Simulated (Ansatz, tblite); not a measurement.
Forces on the cluster Li₇Al₃⁺ at its PBE0-D4/def2-SVP geometry. The state is a doublet with charge 1.

The xTB rows come from tblite. The structure comes from a short search, and lower isomers may exist.

GFN1-xTB (tblite), largest force 0.84 eV/Å:

```xyz
10
positions Å, forces eV/Å
Li    2.269   -0.637   -2.259   -0.298   -0.011   -0.041
Li   -0.144   -2.800   -0.615    0.280    0.180   -0.325
Li    0.559    2.642   -0.927   -0.069   -0.238   -0.370
Li   -0.779    0.167   -3.184    0.304    0.007    0.105
Li   -1.018    0.351    3.661    0.023   -0.015   -0.304
Li   -2.277    0.835    0.016   -0.039    0.201   -0.093
Li    1.948   -0.723    1.223    0.112   -0.226   -0.157
Al   -0.106    1.424    1.402   -0.200    0.451    0.683
Al   -0.658   -1.179    1.495   -0.159   -0.300    0.751
Al    0.208   -0.079   -0.812    0.045   -0.049   -0.249
```

GFN2-xTB (tblite), largest force 0.82 eV/Å:

```
Li 0.093 -0.147 0.051
Li 0.137 0.044 -0.142
Li -0.016 -0.079 -0.158
Li 0.043 0.110 -0.016
Li -0.096 0.018 0.219
Li 0.057 -0.089 -0.072
Li 0.102 0.051 -0.284
Al 0.150 0.036 -0.114
Al -0.090 0.012 -0.204
Al -0.380 0.045 0.721
```

PBE-D4/def2-TZVP (Ansatz), largest force 0.08 eV/Å:

```
Li -0.048 0.002 -0.004
Li 0.022 0.036 -0.021
Li -0.009 -0.039 -0.015
Li 0.032 0.001 0.035
Li 0.020 -0.016 -0.076
Li 0.066 -0.008 -0.013
Li -0.047 -0.005 -0.020
Al -0.021 0.073 0.030
Al -0.003 -0.042 0.053
Al -0.011 -0.002 0.033
```
